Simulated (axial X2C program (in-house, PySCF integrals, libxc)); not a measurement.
# YN⁺: bond constants with and without spin–orbit coupling

Calculated with an axial X2C code built on PySCF integrals. Spin-free means the one-electron spin-free X2C Hamiltonian; two-component (2c) means X2C with spin–orbit coupling and atomic mean-field two-electron Coulomb and Gaunt terms, so the difference of the two also holds small scalar two-electron terms. Basis: Y dyall-cv3z [11s12p9d6f3g], N dyall-av3z [7s7p3d2f] (cores contracted in-house); Gaussian nuclei, density fitting, unrestricted open shells. Masses: Y 88.906 u, N 14.003 u.

State, spin-free: M_S = 1/2, Λ = 0 (beyond evenly filled blocks: σα); electrons by block: σα: 11, σβ: 10, π+α: 5, π+β: 5, π-α: 5, π-β: 5, δ+α: 1, δ+β: 1, δ-α: 1, δ-β: 1. Fragments: Y+ + N.

State, 2c: Ω = 1/2 (⟨Sz⟩ = 0.50, ⟨Lz⟩ = 0.00 at PBE0); electrons by block: 1/2: 16, -1/2: 15, 3/2: 6, -3/2: 6, 5/2: 1, -5/2: 1. Fragments: Y+ + N.

| Hamiltonian | level | Re (Å) | ωe (cm⁻¹) | ωexe (cm⁻¹) | αe (cm⁻¹) | μ (D) |
| --- | --- | --- | --- | --- | --- | --- |
| spin-free | PBE0 | 1.779 | 908.0 | 2.68 | 0.00167 | -6.31 |
| spin-free | CCSD | 1.791 | 943.4 | 3.93 | n/a | n/a |
| spin-free | CCSD(T) | 1.795 | 977.7 | n/a | n/a | n/a |
| spin-free | PBEsol | 1.787 | 883.3 | 2.88 | 0.00182 | -5.87 |
| 2c | PBE0 | 1.779 | 908.1 | 2.68 | 0.00167 | -6.29 |
| 2c | PBEsol | 1.786 | 883.4 | 2.87 | 0.00182 | -5.86 |

Correlated methods: 15 electrons correlated (number of frozen shells: Y 3 s, 2 p, 1 d; N 1 s), 311 virtual spin orbitals or spinors in MP2, 90 natural virtuals in coupled cluster.

Dipoles are positive if N is the positive end and refer to the centre of mass.

The state is a single determinant with fixed occupations, the lowest that a limited PBE0 search found. De is not given where an atomic determinant may have missed its ground term or J level, or where the truncated virtual space spoils (T). Density functionals use the spin component along the axis (collinear). CCSD and (T) use frozen natural virtuals with an MP2 correction for the truncation; (T) itself is uncorrected, so its De runs slightly low. The determinant is spin-polarised beyond a pure state at some levels (its spin-free form has ⟨S²⟩ too high), which makes Re and μ there less reliable.

No reliable constants came from CCSD (2c), CCSD(T) (2c), HF (2c), HF (spin-free), MP2 (2c), MP2 (spin-free): no minimum in range, unconverged points, a curve that is not smooth, a change of character along it, or the two Hamiltonians disagreeing along it.

Rough cost a point (2c) on 1 thread(s) of a shared host, integrals apart: PBE0 0.9 s, PBEsol 0.4 s.

The whole task took 4.3 min on 1 thread of Arm Neoverse V1, with other jobs on the host.
